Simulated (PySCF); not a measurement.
## Computed structure and properties of Er(OH)3(NH3)

System: Er(OH)3(NH3) (singlet in the valence; each metal's 4f electrons, 11 of them, lie in its core potential, out of spins and levels); start: template (C1). Method: PySCF 2.14.0, RKS BP86, Er lcecp-1-SVP with ECP57, O def2-SVP, H def2-SVP, N def2-SVP; non-relativistic Hamiltonian with scalar-relativistic core potentials where named; density fitting; no spin-orbit coupling.

Input of the relaxation:

```python
mol = gto.M(atom='''
Er     0.01559    -0.01453     0.01239
O      1.24639     1.21627     1.24319
H      1.76599     1.48837     2.01029
O     -1.21521    -1.24533     1.24319
H     -1.73481    -1.51743     2.01029
O      1.24639    -1.24533    -1.21841
H      1.76599    -2.01243    -1.49051
N     -1.41771     1.41877    -1.42091
H     -2.03081     2.03187    -0.88381
H     -0.88061     2.03187    -2.03401
H     -2.03081     0.88167    -2.03401''',
    basis={'Er': 'lcecp-1-SVP', 'O': 'def2-SVP', 'H': 'def2-SVP', 'N': 'def2-SVP'},
    ecp={'Er': 'lcecp-1-SVP'},
    charge=0, spin=0)
mf = dft.RKS(mol, xc='B88,P86')
mf.grids.atom_grid = (50, 194)  # f atoms: unpruned, at least (60, 302)
mf = mf.density_fit()  # fitting sets: Er AutoAux, O def2-universal-JKFIT, H def2-universal-JKFIT, N def2-universal-JKFIT
mf.conv_tol = 1e-08; mf.max_cycle = 55
mf.kernel(dm0)  # dm0: converged density of the start geometry
# quasi-Newton relaxation in Cartesian coordinates to a largest gradient under 0.00045 Eh/bohr, steps kept in the point group
```

Run from Python with OMP_NUM_THREADS=2; the lines above give its settings. Where DIIS fails, smearing, a level shift and second-order steps follow.
It took 120 s on 2 threads of Arm Neoverse V1, with other jobs on the host, from the converged density of the start.

Course of the relaxation:

```csv
step,energy above end (eV),largest force component within the symmetry (eV/Å)
0,0.4486,1.648
1,0.1990,0.896
2,0.1105,0.253
3,0.0930,0.366
4,0.0603,0.355
5,0.0464,0.238
6,0.0354,0.603
7,0.0262,0.287
13,0.0017,0.049
14,0.0008,0.065
15,0.0004,0.065
16,0.0002,0.028
17,0.0001,0.024
18,0.0000,0.017
```
(The steps between are left out.)

Relaxed geometry (nearly C3v):

```xyz
11

Er    0.1440   -0.1925    0.2391
O     1.1655    1.3015    1.2010
H     1.7024    1.9239    1.7088
O    -1.4021   -1.1067    1.2286
H    -2.0438   -1.5779    1.7769
O     1.1108   -1.2381   -1.2357
H     1.6288   -1.7793   -1.8458
N    -1.2324    1.2568   -1.2368
H    -1.8332    1.8970   -0.6969
H    -0.6537    1.8431   -1.8562
H    -1.8560    0.7060   -1.8453
```

| contact | Å |
| --- | --- |
| Er1–O2 (OH) | 2.050 |
| Er1–O4 (OH) | 2.051 |
| Er1–O6 (OH) | 2.050 |
| Er1–N8 (NH3) | 2.485 |

On the finer grid (75, 302):

* HOMO: -5.39 eV
* LUMO: -0.79 eV
* Dipole about the centre of mass: 4.22 D
* Set of Mulliken populations of Er1 outside the core potential: s 2.23, p 6.52, d 1.53, f 0.07
* D3(BJ) dispersion energy (not in the energies): -0.307 eV

```csv
atom,Mulliken (e),Löwdin (e),spin (e)
Er1,0.65,0.25,0.00
O2,-0.46,-0.27,0.00
H3,0.16,0.08,0.00
O4,-0.46,-0.27,0.00
H5,0.16,0.08,0.00
O6,-0.46,-0.27,0.00
H7,0.16,0.08,0.00
N8,-0.25,0.00,0.00
H9,0.16,0.11,0.00
H10,0.16,0.11,0.00
H11,0.16,0.11,0.00
```

The 4f levels lie in the core potential and are missing. Their spin isn't counted.

On the grid (50, 194), as all that follows. Harmonic modes: a minimum; lowest 73 cm⁻¹ (negative: unstable), highest 3858 cm⁻¹, zero-point energy 1.984 eV.

Taking off one OH (charge -1, singlet; the rest: singlet) in vacuum, both parts rigid, costs 10.62 eV; the small basis without counterpoise inflates it. Most of it is the attraction of opposite charges; other ways to part are cheaper, and one spin state was tried for the rest.

Rigid scan of OH along the line from its metal:

distance to O2 (Å), energy (eV) and a bar:
```
     1.75      1.342 #########
     1.85      0.509 ####
     1.95      0.109 #
     2.05      0.000 
     2.15      0.081 #
     2.25      0.283 ##
     2.45      0.876 ######
     2.75      1.894 #############
     3.15      3.123 ######################
     3.65      4.280 ##############################
```

Taking off one NH3 (charge 0, singlet; the rest: singlet) in vacuum, both parts rigid, costs 1.35 eV; the small basis without counterpoise inflates it.

Rigid scan of NH3 along the line from its metal:

distance to N8 (Å), energy (eV) and a bar:
```
     2.18      0.348 ###########
     2.28      0.132 ####
     2.38      0.029 #
     2.48      0.000 
     2.58      0.021 #
     2.68      0.073 ##
     2.88      0.223 #######
     3.18      0.470 ##############
     3.58      0.744 #######################
     4.08      0.974 ##############################
```

One start shape was tried, so this needn't be the lowest isomer.

An lcecp potential fixes the number of 4f electrons, so in runs with it no electron can move into or out of that shell.
